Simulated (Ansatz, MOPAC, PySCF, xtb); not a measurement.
Dimer: C2H2 (SMILES C#C) (first 4 atoms) with CH3NO (SMILES NC=O); geometry from B3LYP-D3(BJ)/def2-TZVP.
(charge 0, multiplicity 1):
```xyz
10

C     -0.04712     0.55656    -0.60178
C      0.31038    -0.19620     0.26017
H     -0.35388     1.20805    -1.38342
H      0.60597    -0.83133     1.06888
N     -0.54016     0.92344     3.28721
C      0.02109    -0.15633     3.87409
O      0.57303    -1.06533     3.28753
H     -0.52022     1.02044     2.28222
H     -0.97996     1.63730     3.84016
H     -0.06967    -0.13887     4.97460
```

Monomers are frozen at their geometry in the pair; levels with a basis set take the counterpoise correction.

Frozen-core correlation. The state that PM3 reach isn't checked.

The values were computed with Ansatz (an electronic-structure program); MOPAC for PM3 (differences of heats of formation); PySCF for the dispersion terms; xtb for the GFN methods. Values without a source in brackets are computed.

```csv
level,interaction energy (meV)
GFN-FF,-111.1
PM3,-38.8
revPBE-D3(BJ)/def2-TZVPPD,-194.9
r2SCAN-D3(BJ)/def2-TZVPPD,-217.4
B3LYP/def2-TZVPPD,-140.8
BHLYP/def2-TZVPPD,-177.0
CAM-B3LYP/def2-TZVPPD,-178.4
B2PLYP-D4/def2-TZVPPD,-200.7
CCSD(T)/aug-cc-pVDZ,…
```

Problem. Complete the blanks.

Solution. 
- CCSD(T)/aug-cc-pVDZ, interaction energy (meV): -170.3
